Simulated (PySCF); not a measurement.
## Working with the constants of HgBi

revPBE constants of HgBi, ⁴Σ⁻ (quartet), unpaired electrons σ ↑, π ↑↑ (Hg def2-SVPD with ECP60, Bi def2-SVPD with ECP60; scalar-relativistic core potentials (PySCF 2.14); masses 201.9706 and 208.9804 u):

* ωe: 19.0 cm⁻¹
* ωexe: 0.567 cm⁻¹
* Be: 0.01208 cm⁻¹
* αe: 0.000268 cm⁻¹
* D (centrifugal): 1.94e-08 cm⁻¹
* De to Hg + Bi: 0.025 eV

(1) Give the vibrational terms G(v) and spacings up to v = 3.

(2) How well does the Morse estimate ωe²/(4ωexe) reproduce De, and what is D0?

The bond is weak. Basis-set superposition, not corrected here, can be much of De in a small basis, most of all at correlated wavefunction levels. Functionals without a dispersion term scatter widely for such bonds, and LDA overbinds them. Spin–orbit coupling is left out, which matters for elements this heavy, above all for dissociation energies. The state is the lowest determinant that a PBE0 search found; another state may lie lower at other levels.

## Answers

(1) G(v) = ωe(v+½) − ωexe(v+½)².

| v | G(v) (cm⁻¹) | G(v) − G(v−1) | Bv (cm⁻¹) |
| --- | --- | --- | --- |
| 0 | 9.4 |  | 0.01195 |
| 1 | 27.2 | 17.9 | 0.01168 |
| 2 | 44.0 | 16.7 | 0.01141 |
| 3 | 59.6 | 15.6 | 0.01114 |

(2) It gives 0.020 eV, 79 % of the computed De. D0 = De − G(0) = 0.025 − 0.001 = 0.024 eV.
